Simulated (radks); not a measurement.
Values are calculated unless marked as measured or tabulated.
Problem. Species: the bromine ion Br2+. Configuration: [Ar] 3d10 4s2 4p3 (the NIST ground configuration). Level of theory: Dirac Kohn-Sham, LDA (Slater exchange, Perdew-Wang correlation), spin-unpolarised, spherical densities, finite nucleus; open shells are shared between the two j in proportion to 2j + 1; Fermi nuclear charge, rms radius 4.1629 fm (a radial shooting solver on a logarithmic mesh with Libxc functionals). Some entries of the table are withheld. Estimate them.

orbital  occ.  eigenvalue (eV)  <r^2> (bohr^2)
1s1/2       2        -13315.65        0.002467
2s1/2       2        -1754.015         0.04243
2p1/2       2              (1)             (2)
2p3/2       4              (3)             (4)
3s1/2       2        -261.2323          0.3511
3p1/2       2              (5)             (6)
3p3/2       4              (7)             (8)
3d3/2       4         -91.6993             (9)
3d5/2       6         -90.6088            (10)
4s1/2       2         -42.0595           2.861
4p1/2       1         -28.8753           3.832
4p3/2       2         -28.2100           3.961

Solution. 
(1) 2p1/2 eigenvalue (eV): -1583.481
(2) 2p1/2 <r^2> (bohr^2): 0.03257
(3) 2p3/2 eigenvalue (eV): -1536.066
(4) 2p3/2 <r^2> (bohr^2): 0.03401
(5) 3p1/2 eigenvalue (eV): -201.9051
(6) 3p1/2 <r^2> (bohr^2): 0.3644
(7) 3p3/2 eigenvalue (eV): -195.0545
(8) 3p3/2 <r^2> (bohr^2): 0.3782
(9) 3d3/2 <r^2> (bohr^2): 0.4269
(10) 3d5/2 <r^2> (bohr^2): 0.4328
